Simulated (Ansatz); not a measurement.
Ansatz (a program for electronic structure) input (RPA@PBE/cc-pV(T+d)Z):
A basis named .json is the Basis Set Exchange file of that set.

Ansatz 0.2 input:
```yaml
crystal:
  periodic: [false, false, false]
  atoms:
    - {symbol: N, position_ang: [-1.27409506, 0.90918975, -0.58087901]}
    - {symbol: Si, position_ang: [-0.03167127, 0.21042334, 0.24779942]}
    - {symbol: N, position_ang: [1.57594966, 0.34715425, -0.51571941]}
    - {symbol: N, position_ang: [-0.40896210, -1.51484956, 0.52638804]}
    - {symbol: H, position_ang: [-1.09583861, 1.83584423, -0.95764541]}
    - {symbol: H, position_ang: [0.35554755, 0.60809403, 1.67134540]}
    - {symbol: H, position_ang: [2.27266058, -0.27719099, -0.12108794]}
    - {symbol: H, position_ang: [1.52691520, 0.16815715, -1.51298262]}
    - {symbol: H, position_ang: [-0.66124856, -1.69716369, 1.49116745]}
    - {symbol: H, position_ang: [-1.20488586, -1.77412855, -0.04851603]}
basis:
  gaussian:
    orbitals: cc-pV_T+d_Z.json
hamiltonian:
  xc: pbe
total_charge: -1
magnetization: {spin_polarized: false}
correlation: {method: rpa, electrons: outside_noble_gas}
```

End of the output:

```
integrals: 0.34 GiB planned
1233 factors; integrals over basis functions are off by at most 1.0e-3 eV
0.33 GiB of the device are held for the grids
1.16 GiB of device memory are held for the factors and their scratch space
mean field: 1.29 GiB planned
mean field evaluation 1: about -12425.9278 eV, gradient 8.6e1 eV
mean field evaluation 2: about -12425.9224 eV, gradient 8.6e1 eV
mean field evaluation 4: about -12432.0389 eV, gradient 5.8e1 eV
mean field evaluation 8: about -12440.0124 eV, gradient 6.9e-1 eV
mean field evaluation 16: about -12440.0109 eV, gradient 4.8e-4 eV
mean field evaluation 32: about -12400.1676 eV, gradient 6.6e1 eV
mean field -12440.01093732 eV, -457.1619698042 hartree, gradient 3.9e-6 eV, S^2 0.000000; 0 other end points of the search recorded, 0 dependent functions left out
8 core orbitals not correlated
reference -12404.48678264 eV, -455.8564811990 hartree; 13, 13 occupied and 192, 192 virtual orbitals, 1233 factors
Total energy: -12439.08023501 eV, -457.1277671253 hartree
```

It need not be the lowest isomer of its formula. Whether it binds its extra electron was not tested at this geometry.
